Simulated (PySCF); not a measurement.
# Ionisation energy of Nb³⁷⁺ by level of theory

Nb³⁷⁺ [He] 2s2 → Nb³⁸⁺ [He] 2s1 [2s1/2^1, M_J = 1/2], as a difference of total energies. Computed with PySCF 2.14 in an even-tempered Gaussian basis (17 s from 17 bohr⁻², ratio 2.4; 12 p from 21 bohr⁻², ratio 2.4; 5 d from 68 bohr⁻², ratio 2.6; 4 f from 100 bohr⁻², ratio 2.6), with the two-component X2C-1e Hamiltonian. Correlated levels: nothing frozen; the 32 highest virtual spinors dropped. "Screened" scales the spin-orbit matrix elements by Boettger's factors to mimic the two-electron term; Breit and QED terms are absent.

```
                    method  ionisation energy (eV)
          GMP2 (spin-free)                  5267.2
 GHF (screened spin-orbit)                  5261.5
GMP2 (screened spin-orbit)                  5267.4
```

Task: How much does correlation contribute at GMP2 (screened spin-orbit)?

Result: 5267.4 − (5261.5) = 5.9 eV, measured against GHF (screened spin-orbit).

For this ion Breit and QED terms and the two-electron picture change, all absent here, outweigh the correlation shift from GHF to GMP2.

For comparison: 5265 ± 5 eV (semi-empirical (NIST evaluation); NIST Atomic Spectra Database, ionization energies).
